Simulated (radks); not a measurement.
Values are calculated unless marked as measured or tabulated.
Isoelectronic series with 52 electrons, each ion in its NIST ground configuration. Level of theory: scalar-relativistic Kohn-Sham, BLYP, spin-polarised, spherical densities, point nucleus; open shells are filled with parallel spins first (spin-orbit coupling, left out, can overturn this in heavy ions) (a radial shooting solver on a logarithmic mesh with Libxc functionals). Total energies (hartree) and orbital eigenvalues (hartree) (* marks an orbital that is empty in some or all of the ions):

ion            configuration  E (hartree)  5p down*    5p up*   5s down
Te         [Kr] 4d10 5s2 5p4  -6795.15594  -0.19065  -0.22814  -0.52782
I+         [Kr] 4d10 5s2 5p4  -7116.68491  -0.53171  -0.57709  -0.93345
Xe2+       [Kr] 4d10 5s2 5p4  -7446.76075  -0.94269  -0.99495  -1.40968
Cs3+       [Kr] 4d10 5s2 5p4   -7785.4082  -1.41410  -1.47262  -1.94709
Ba4+       [Kr] 4d10 5s2 5p4   -8132.6613  -1.94091  -2.00529  -2.54094
La5+       [Kr] 4d10 5s2 5p4   -8488.5607  -2.52007  -2.58999  -3.18836
Ce6+       [Kr] 4d10 5s2 5p4   -8853.1513  -3.14949  -3.22473  -3.88753
Pr7+   [Kr] 4d10 4f1 5s2 5p3   -9226.3915  -3.70768  -3.84088  -4.49759
Nd8+   [Kr] 4d10 4f2 5s2 5p2   -9608.6615  -4.34040  -4.46235  -5.18380
Pm9+   [Kr] 4d10 4f3 5s2 5p1  -10000.1705  -5.00598  -5.11085  -5.90426
Sm10+      [Kr] 4d10 4f4 5s2  -10401.0212  -5.70635  -5.78398  -6.66030
